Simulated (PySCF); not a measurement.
**Chlorine: highly charged ions in a basis for the neutral atom**

Cl¹¹⁺ [He] 2s2 2p2, Cl¹²⁺ [He] 2s2 2p1. Calculation: PySCF 2.14, in def2-TZVP (5s5p2d1f, 37 functions); the non-relativistic Hamiltonian (point nucleus). No spin-orbit coupling, so a gap to NIST mixes the basis error with missing relativistic terms.

Changed run: basis of the neutral atom used for a highly charged ion. This setting is unsound on purpose.

| species | method | sound run (hartree) | changed run (hartree) | converged |
| --- | --- | --- | --- | --- |
| Cl¹¹⁺ | UHF | not run | -381.04529 | yes |
| Cl¹¹⁺ | M06-L | not run | -381.26589 | yes |
| Cl¹¹⁺ | r2SCAN | not run | -381.19174 | yes |
| Cl¹²⁺ | UHF | not run | -359.23524 | yes |
| Cl¹²⁺ | M06-L | not run | -359.41316 | yes |
| Cl¹²⁺ | r2SCAN | not run | -359.32942 | yes |

Ionisation energy of Cl¹¹⁺:

| method | changed run (eV) | NIST (eV) |
| --- | --- | --- |
| UHF | 593.48 | 591.58 ± 0.19 |
| M06-L | 594.64 | 591.58 ± 0.19 |
| r2SCAN | 594.90 | 591.58 ± 0.19 |

The contracted functions were made for the neutral atom and can be too rigid for a highly charged ion.
